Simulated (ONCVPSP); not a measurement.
# Plane-wave convergence, ONCV potential for cobalt

Co, optimised norm-conserving Vanderbilt (ONCV), made with ONCVPSP 4.0.1 (LDA (Perdew-Zunger), scalar-relativistic). Core [Ar], reference 3d7 4s2. Waves: 4s: rc 1.65 bohr, ncon 3, nbas 7, qcut 3.2 1/bohr, 2 projectors, debl 1.2 Ha; p scattering state at 0.42 Ha: rc 1.55 bohr, ncon 3, nbas 7, qcut 4.7 1/bohr, 3 projectors, debl 1.9 Ha; 3d: rc 1.80 bohr, ncon 3, nbas 8, qcut 9.4 1/bohr, 2 projectors, debl 1.9 Ha; f scattering state at 0.43 Ha: rc 1.75 bohr, ncon 4, nbas 8, qcut 7 1/bohr, 3 projectors, debl 1.1 Ha. Local part: polynomial inside 1.15 bohr (lpopt 5, dvloc0 3 Ha). Core correction: Teter function, fcfact 3.25, rcfact 1.05.

Task: For each optimised wave give the share of its norm inside rc, the residual kinetic energy above qcut (Ha) and the cutoffs (Ha) for errors of 10, 1, 0.1 and 0.01 mHa per electron.

Result:

```tsv
wave	norm inside rc	residual KE	10 mHa	1 mHa	0.1 mHa	0.01 mHa
4s	0.109	8.1e-04	2.8	5.1	44.6	72.7
s projector 2	0.141	1.4e-02	5.5	9.9	73.8	89.0
p projector 1	0.042	3.2e-03	1.8	42.8	93.7	not reached
p projector 2	0.159	4.0e-02	20.8	93.2	not reached	not reached
p projector 3	0.115	1.5e-01	24.0	117.7	204.4	not reached
3d	0.883	4.9e-07	27.5	32.6	36.5	39.8
d projector 2	0.139	1.8e-06	27.6	33.5	37.8	41.8
f projector 1	0.003	1.8e-07	1.4	3.5	9.2	15.8
f projector 2	0.075	1.9e-05	8.0	15.2	21.1	26.3
f projector 3	0.136	1.7e-04	13.4	20.3	25.7	40.5
```

The occupied waves need 33 Ha and 45 Ha for 1 and 0.1 mHa. Rows with under 1 % of the norm inside rc give no meaningful cutoff. The cutoffs count occupied waves only; projector 3 of the p channel, the hardest unoccupied one, needs 118 Ha at the loose tolerance. Note: ghosts flagged at negative energy: s at -2813.5 eV, p at -65.9 eV; GHOST(+) flagged for s at 29.6 eV. A true bound ghost makes a file unfit for plane-wave use.
